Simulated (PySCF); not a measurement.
Bonds (- single, = double, # triple, : aromatic): C1-C2, C2:P3, P3:C4, C4:P5, P5:C6, C6-C7, C7-C8, C8-C9, C6:P10, P10:C2, C9-C7. C1 carries H11, H12, H13; C4 carries H14; C7 carries H15; C8 carries H16, H17; C9 carries H18, H19. H17, H18 are cis to C6 on the ring; H16, H19 are trans to C6 on the ring.

Method: shieldings: GIAO HF/pcSseg-1, structure optimised with PBE0-D3(BJ)/def2-SVP, in PySCF (no solvent model, equivalent nuclei averaged, one computed conformer, relativity neglected).

Q: List the cross peaks expected in HSQC, COSY and HMBC spectra.

A: 

HSQC (one-bond C–H):
```csv
δH,δC
10.47 (H14),197.6 (C4)
3.26 (H11/H12/H13),26.2 (C1)
2.34 (H15),18.7 (C7)
1.47 (H16/H19),18.6 (C8/C9)
1.15 (H17/H18),18.6 (C8/C9)
```

COSY cross peaks (H two or three bonds apart, from the bond graph; peaks can be absent where the dihedral angle is near 90°):
```csv
δH,δH
2.34 (H15),1.47 (H16/H19)
2.34 (H15),1.15 (H17/H18)
1.47 (H16/H19),1.15 (H17/H18)
```

HMBC (two and three bonds, from the bond graph):
```csv
δH,δC
10.47 (H14),"234.6 (C6), 222.4 (C2)"
3.26 (H11/H12/H13),222.4 (C2)
2.34 (H15),"234.6 (C6), 18.6 (C8/C9)"
1.47 (H16/H19),"234.6 (C6), 18.7 (C7), 18.6 (C8/C9)"
1.15 (H17/H18),"234.6 (C6), 18.7 (C7), 18.6 (C8/C9)"
```

Shifts are taken against calculated references (same method and geometry level): TMS for 1H (σref 31.69), 13C (σref 190.85).

Shifts are as computed. Against solution values, carbons near 30 ppm lie about -0 ppm off and those near 130 ppm about +7 ppm. Of 1313 compounds with measured shifts, 239 miss one by over three times the rms of a fit or turn the order of signals round; such compounds aren't used in these exercises.
